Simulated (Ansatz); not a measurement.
```xyz
3

C     0.0429    0.0231   -0.1909
H    -0.0360    0.8966    0.5370
H     0.0445   -0.8464    0.5222
```

Basis set: def2-TZVP (spherical functions). Frozen core: 1 orbital. Charge 0, multiplicity 1.

Computed with Ansatz (development build ahead of 0.2.0); each method stands on the lowest determinant of its kind that the runs found. Restricted open shells among the atoms or ions are ROHF, correlated in semicanonical orbitals with singles.

The atomization energy at this shape (free ground-state atoms in the same class of orbitals less the molecule, no zero-point energy) of singlet CH₂:

```tsv
method	atomization energy
RHF-MP2	7.25 eV
```

(1) What does RHF give?

Answers

(1) 5.56 eV. Caution: another spin multiplicity may lie lower; in another basis set an unrestricted determinant lies well below.
